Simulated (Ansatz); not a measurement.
Reaction (redistribution): `[NH2][SbH][OH]` + `COB(Br)OC` → `C[O][SbH][NH2]` + `COB(O)Br`

Isolated molecules relaxed with PBE0-D4/def2-TZVP in Ansatz; ΔE leaves out vibrations. CCSD(T)/CBS adds triple-zeta CCSD(T) − MP2 to the extrapolated MP2 energy (def2 sets, frozen cores). DFT in def2-TZVPP. Elements past krypton have def2 core potentials. For Br, Sb outer-core shells are correlated without core-valence functions, which leaves a few kJ/mol of doubt a bond. Scalar relativity is left out up to krypton. One conformer a species, not always the lowest.

```tsv
species	PBE energy (Eh)
`[NH2][SbH][OH]`	-372.55681
`COB(Br)OC`	-2828.80372
`C[O][SbH][NH2]`	-411.80983
`COB(O)Br`	-2789.55254
```

Problem. Work out ΔE.

Solution. ΔE = (-411.80983) + (-2789.55254) − (-372.55681) − (-2828.80372) = -0.00184 Eh = -4.8 kJ/mol. CCSD(T)/CBS gives -0.8 kJ/mol.

Largest T1 diagnostic among the species: 0.014.

In def2-TZVPP, CCSD(T) changes the Hartree–Fock value by −3.2 kJ/mol (the triples alone add −0.8 kJ/mol) and MP2 by −4.6 kJ/mol.
